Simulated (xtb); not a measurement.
CH₂I₂, charge +1, quartet, at the geometry of the source list (a state made from the parent by changing its charge; the spin is typed, not shown lowest); GFN1-xTB (xtb).

Input for xtb:
```
$ xtb mol.xyz --gfn 1 --chrg 1 --uhf 3 --json

# file mol.xyz
5

I     -1.79350000     0.95800000    -0.02460000
C     -0.00220000    -0.21880000     0.00700000
I      1.81210000     0.92210000    -0.03590000
H     -0.00510000    -0.80190000     0.92030000
H     -0.01130000    -0.85940000    -0.86690000
```

The log (banner, timings and long lists left out):

```
   ID    Z sym.   atoms
    1   53 I      1, 3
    2    6 C      2
    3    1 H      4, 5

           -------------------------------------------------
          |                Calculation Setup                |
           -------------------------------------------------

           -------------------------------------------------
          |                 G F N 1 - x T B                 |
           -------------------------------------------------

          ...................................................
          :                      SETUP                      :
          :.................................................:
          :  # basis functions                  28          :
          :  # atomic orbitals                  26          :
          :  # shells                           12          :
          :  # electrons                        19          :
          :  # halogen bonds                     0          :
          :  max. iterations                   250          :
          :  Hamiltonian                  GFN1-xTB          :
          :  restarted?                      false          :
          :  GBSA solvation                  false          :
          :  PC potential                    false          :
          :  electronic temp.          300.0000000     K    :
          :  accuracy                    1.0000000          :
          :  -> integral cutoff          0.2500000E+02      :
          :  -> integral neglect         0.1000000E-07      :
          :  -> SCF convergence          0.1000000E-05 Eh   :
          :  -> wf. convergence          0.2000000E-04 e    :
          :  Broyden damping             0.4000000          :
          :  net charge                          1          :
          :  unpaired electrons                  3          :
          ...................................................

 iter      E             dE          RMSdq      gap      omega  full diag
   1    -10.3939742 -0.103940E+02  0.499E+00    0.84       0.0  T
   2    -10.4023435 -0.836927E-02  0.391E+00    0.87       1.0  T
   3    -10.3866728  0.156707E-01  0.162E+00    0.84       1.0  T
   4    -10.0478291  0.338844E+00  0.639E+00    1.02       1.0  T
   5    -10.4047372 -0.356908E+00  0.531E-01    0.86       1.0  T
   6    -10.4067055 -0.196833E-02  0.189E-01    0.86       1.0  T
   7    -10.4069623 -0.256787E-03  0.532E-02    0.86       1.0  T
   8    -10.4069834 -0.210662E-04  0.144E-02    0.86       3.1  T
   9    -10.4069851 -0.167038E-05  0.108E-03    0.86      41.3  T
  10    -10.4069850  0.375100E-07  0.240E-03    0.86      18.7  T
  11    -10.4069851 -0.462167E-07  0.941E-05    0.86     475.3  T
  12    -10.4069851 -0.714007E-10  0.113E-06    0.86   39565.1  T

   *** convergence criteria satisfied after 12 iterations ***

         :::::::::::::::::::::::::::::::::::::::::::::::::::::
         ::                     SUMMARY                     ::
         :::::::::::::::::::::::::::::::::::::::::::::::::::::
         :: total energy             -10.359569011048 Eh    ::
         :: gradient norm              0.061326213911 Eh/a0 ::
         :: HOMO-LUMO gap              0.855929808669 eV    ::
         ::.................................................::
         :: SCC energy               -10.406985061683 Eh    ::
         :: -> electrostatic           0.138724802282 Eh    ::
         :: repulsion energy           0.049257955146 Eh    ::
         :: dispersion energy         -0.001841904511 Eh    ::
         :: halogen bond corr.         0.000000000000 Eh    ::
         :: add. restraining           0.000000000000 Eh    ::
         :: total charge               1.000000000000 e     ::
         :::::::::::::::::::::::::::::::::::::::::::::::::::::

           -------------------------------------------------
          |                Property Printout                |
           -------------------------------------------------

    * Orbital Energies and Occupations

         #    Occupation            Energy/Eh            Energy/eV
      -------------------------------------------------------------
         1        2.0000           -1.1719107             -31.8893
         2        2.0000           -1.1717718             -31.8855
         3        2.0000           -0.8721725             -23.7330
         4        2.0000           -0.7797770             -21.2188
         5        2.0000           -0.7675803             -20.8869
         6        2.0000           -0.7634695             -20.7751
         7        1.9999           -0.7036672             -19.1478
         8        1.9877           -0.6986989             -19.0126
         9        1.0120           -0.6903408             -18.7851
        10        1.0004           -0.6870006             -18.6942
        11        1.0000           -0.5224139             -14.2156 (HOMO)
        12                         -0.4909591             -13.3597 (LUMO)
        13                         -0.3545973              -9.6491
        14                         -0.3530743              -9.6076
        15                         -0.3414796              -9.2921
        16                         -0.3387615              -9.2182
        17                         -0.3353799              -9.1262
        18                         -0.3320333              -9.0351
        19                         -0.3231685              -8.7939
        20                         -0.3077382              -8.3740
        21                         -0.2931179              -7.9761
        22                         -0.2501223              -6.8062
       ...                                ...                  ...
        26                          0.1499223               4.0796
      -------------------------------------------------------------
                  HL-Gap            0.0314548 Eh            0.8559 eV
             Fermi-level           -0.6006090 Eh          -16.3434 eV

  Mulliken/CM5 charges         n(s)   n(p)   n(d)
     1I     0.36936  0.38552   1.996  4.481  0.154
     2C    -0.00694 -0.14562   1.202  2.805  0.000
     3I     0.36933  0.38548   1.996  4.481  0.154
     4H     0.13413  0.18731   0.866  0.000  0.000
     5H     0.13413  0.18730   0.866  0.000  0.000

Wiberg/Mayer (AO) data.
largest (>0.10) Wiberg bond orders for each atom

 ---------------------------------------------------------------------------
     #   Z sym  total        # sym  WBO       # sym  WBO       # sym  WBO
 ---------------------------------------------------------------------------
     1  53 I    1.959 --     2 C    0.967     3 I    0.886
     2   6 C    3.708 --     1 I    0.967     3 I    0.967     5 H    0.887
                             4 H    0.887
     3  53 I    1.958 --     2 C    0.967     1 I    0.886
     4   1 H    1.001 --     2 C    0.887
     5   1 H    1.001 --     2 C    0.887
 ---------------------------------------------------------------------------

Topologies differ in total number of bonds
Writing topology from bond orders to xtbtopo.mol

 dipole moment from electron density (au)
     X       Y       Z
   0.0047   0.5168  -0.0166  total (Debye):    1.314

           -------------------------------------------------
          | TOTAL ENERGY              -10.359569011048 Eh   |
          | GRADIENT NORM               0.061326213911 Eh/α |
          | HOMO-LUMO GAP               0.855929808669 eV   |
           -------------------------------------------------

normal termination of xtb
```
